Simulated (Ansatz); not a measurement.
System: BGeH₄F, charge 0, singlet. BGeH4F (SMILES F[BH][GeH3]).
B3LYP-D3(BJ)/def2-TZVP minimum from Ansatz (a first-principles code):
```xyz
7

B      0.4905    -1.2633    -0.2141
F     -0.3858    -2.2058     0.0929
Ge    -0.0066     0.7481     0.0201
H      0.1194     1.4762    -1.3331
H     -1.4307     0.9660     0.5603
H      0.9901     1.4215     0.9846
H      1.5534    -1.6331    -0.6221
```

Wanted: atomisation energy (electronic, to ground-state atoms), in kcal/mol. Open shells are spin-unrestricted; no spin-orbit coupling. Cores are frozen in correlated methods (noble-gas shells, and filled d and f shells in the p block). No relativity. CBS(X,Y): correlation extrapolated as X^-3, Hartree-Fock from the larger set. A bracket is a step between two methods taken in the basis named. For partners of very few electrons the exact lower level stands in for a higher one.

CCSD(T)/CBS(cc-pVTZ,cc-pVQZ) + [CCSDT(Q) - CCSD(T)]/cc-pVDZ (Ansatz) gives 520.5 kcal/mol.

Problem. What does PBE/def2-TZVPD (Ansatz) give here, and how do the other levels compare?

Solution. PBE gives 522.3 kcal/mol, 1.8 kcal/mol above it. Differences of the others: wB97M-V/def2-TZVPD (Ansatz) 1.0; CCSD(T)/CBS(cc-pVTZ,cc-pVQZ) (Ansatz) -0.5 kcal/mol.
